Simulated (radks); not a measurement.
Task: These are the eigenvalues of the occupied orbitals of an atom or ion with whole-number occupations (hartree). All-electron calculation, scalar-relativistic Kohn-Sham, PBE, spin-polarised, spherical densities, point nucleus. Program: a radial shooting solver on a logarithmic mesh with Libxc functionals.

| orbital | eigenvalue |
|---|---|
| 1s | -1025.657 |
| 2s | -194.8867 |
| 2p | -180.3529 |
| 3s | -68.78353 |
| 3p | -64.11806 |
| 4s | -33.92764 |

Which element is it, and in what charge state? The configuration may be excited. Open shells, if any, are filled with parallel spins first.

Result: Z = 48, cadmium, charge +28: Cd28+ in [Ar] 4s2. The list shows which subshells hold electrons but not how many an open one holds; the 1s level, -1025.7 hartree, gives Z - s = 45.3 by -(Z - s)^2/2, which with screening and relativity narrows Z to a few neighbours, and the depths of the outer levels then fix element, charge and occupations together.
